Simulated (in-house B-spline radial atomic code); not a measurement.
**Solving the quasi-particle equation for 3d of the germanium ion Ge⁴⁺**

Configuration [Ar] 3d10, start PBE; correlation leaves out the 4 deepest shells, empty levels kept to 1000 hartree. Computed with a B-spline radial code for spherical atoms: all electrons, scalar-relativistic (spin-free one-electron X2C), finite nucleus, each spin shell either full or empty, empty states to l = 9 with an (l + 1/2)⁻⁴ tail; G0W0 by contour deformation at full frequency.

At the mean-field level ε = -78.026 eV the matrix elements are Σx = -63.364 eV, v_xc = -47.906 eV and Σc(ε) = 1.975 eV, and the slope of the correlation self-energy is dΣc/dω = -0.0535. The quasi-particle energy solves E = ε + Σx − v_xc + Σc(E).

**Question.** What does the linearised equation give?

**Answer.** Z = 1/(1 − dΣc/dω) = 1/1.0535 = 0.9492. The first-order shift is Σx − v_xc + Σc(ε) = -63.364 − (-47.906) + (1.975) = -13.483 eV, so E ≈ ε + Z × shift = -78.026 + 0.9492 × (-13.483) = -90.824 eV.

**Question.** How does that compare with the full solution and with static screening?

**Answer.** Solving the equation at full frequency dependence gives E = -90.734 eV, where Σc = 2.750 eV and the weight is 0.935; the linearised value is off by 90 meV. Leaving Z out would give -91.509 eV. Static COHSEX puts -2.446 eV in place of Σc and gives -95.930 eV, 5.20 eV deeper. The tabulated removal energy is 90.5 ± 0.019 eV (NIST, measured); the run leaves out spin-orbit coupling, Breit and QED terms.
